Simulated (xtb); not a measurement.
H₁₀N₂Si₃, SMILES N[SiH2]N[SiH2][SiH3]. All values are semi-empirical tight-binding results from xtb (GFN2-xTB unless named), good for trends rather than for accurate numbers. Coordinates come from a GFN2-xTB optimisation. The structure was generated by enumeration, and PubChem lists no compound with its InChIKey, so it may never have been made. One conformer was computed; it need not be the lowest.

Computed properties:
```yaml
orbital_gap: 4.36 eV
dipole_moment: 1.35 D
zero_point_energy: 60.8 kcal/mol
G − E(el) at 298.15 K (modified RRHO): 38.1 kcal/mol
static polarisability (D4 model): 107.1 bohr³
solvation energy, GFN2-xTB/ALPB(water): -2.7 kcal/mol
solvation energy, GFN2-xTB/ALPB(acetone): -6.6 kcal/mol
```
